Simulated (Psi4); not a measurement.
Noncovalent pair: N2 (SMILES N#N) (first 2 atoms) with CH4O (SMILES CO); geometry from B3LYP-D3(BJ)/def2-TZVP, rigid monomers moved along the line of their centres of mass till N2···O4 is 5.67 Å.
(charge 0, multiplicity 1):
```xyz
8

N     -0.348     0.363    -0.326
N      0.367    -0.359     0.071
C      0.057    -0.505     6.199
O     -0.804     0.430     5.562
H      0.754    -0.019     6.891
H      0.634    -0.988     5.412
H     -0.501    -1.276     6.742
H     -1.330     0.874     6.234
```

Calculation: SAPT0/jun-cc-pV(D+d)Z (Psi4).

Task: Which attractive term is largest, and how does the interaction split up?

Result: electrostatics -0.06, exchange 0.00, induction 0.00, dispersion -0.03, total -0.09 kcal/mol; the largest attraction is electrostatics.
